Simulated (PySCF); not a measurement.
SMILES O[Si](C#C[Si](O)(O)O)(O)O (GFN2-xTB optimised geometry):

```
16

Si    -0.336    -0.864     0.000
O     -0.853     0.676     0.000
O     -0.852    -1.584    -1.362
O      1.290    -0.864     0.000
C     -0.983    -1.764     1.494
C     -1.404    -2.348     2.464
Si    -2.050    -3.247     3.958
O     -3.288    -2.428     4.619
O     -0.878    -3.404     5.074
O     -2.572    -4.730     3.545
H     -1.752     0.864    -0.251
H     -0.434    -2.390    -1.648
H      1.752    -0.274     0.587
H     -3.106    -1.653     5.140
H     -0.202    -4.062     4.947
H     -3.409    -4.820     3.101
```

Calculation: PBE0/def2-TZVP (PySCF).

Q: What are the frontier orbital energies and the dipole moment?

A: HOMO-2 -9.47 eV, HOMO-1 -8.15 eV, HOMO -8.15 eV, LUMO -0.35 eV, LUMO+1 -0.35 eV; dipole moment 0.00 D.

Meta-Löwdin charges at PBE0/def2-TZVP: Si1 1.50, O2 -0.76, O3 -0.76, O4 -0.76, C5 -0.32, C6 -0.32, Si7 1.50, O8 -0.76, O9 -0.76, O10 -0.76, H11 0.37, H12 0.37, H13 0.37, H14 0.37, H15 0.37, H16 0.37.
